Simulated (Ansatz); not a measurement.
Compare A (`[SiH3]N[SiH2][SeH]`) with its isomer B (`N[SiH]([SiH3])[SeH]`).

Gas-phase electronic energies from Ansatz, PBE0-D4/def2-TZVP geometries. CCSD(T)/CBS is the MP2 limit (def2-TZVPP, def2-QZVPP) plus CCSD(T) − MP2 in def2-TZVPP, frozen cores. DFT in def2-TZVPP. B3LYP here is the variant with VWN-RPA as its local correlation; programs differ in this. For Se outer-core shells are correlated without core-valence functions, which leaves a few kJ/mol of doubt a bond. Scalar relativity is left out up to krypton. One conformer a species, not always the lowest.

Task: Which is lower in electronic energy at CCSD(T)/CBS, and by how much? (Estimate.)

Result: Ansatz gave: A, by 14.1 kcal/mol.

Task: Give E(B) − E(A) in kcal/mol with CCSD/def2-TZVPP, MP2/def2-TZVPP, B3LYP-D4, HF/def2-TZVPP, B3LYP, r2SCAN-D4, PBE-D4. (Estimate.)

Result: Computed: CCSD/def2-TZVPP 14.7, MP2/def2-TZVPP 15.9, B3LYP-D4 13.4, HF/def2-TZVPP 17.6, B3LYP 13.2, r2SCAN-D4 12.4, PBE-D4 9.1. None reverses the order clearly.

Largest T1 diagnostic: 0.011.

From PBE to PBE0 (25 % exact exchange), in def2-TZVPP and without D4, E(B) − E(A) moves by +1.5 kcal/mol. In def2-TZVPP, CCSD(T) changes the Hartree–Fock value by −3.3 kcal/mol (the triples alone add −0.4 kcal/mol) and MP2 by −1.7 kcal/mol.
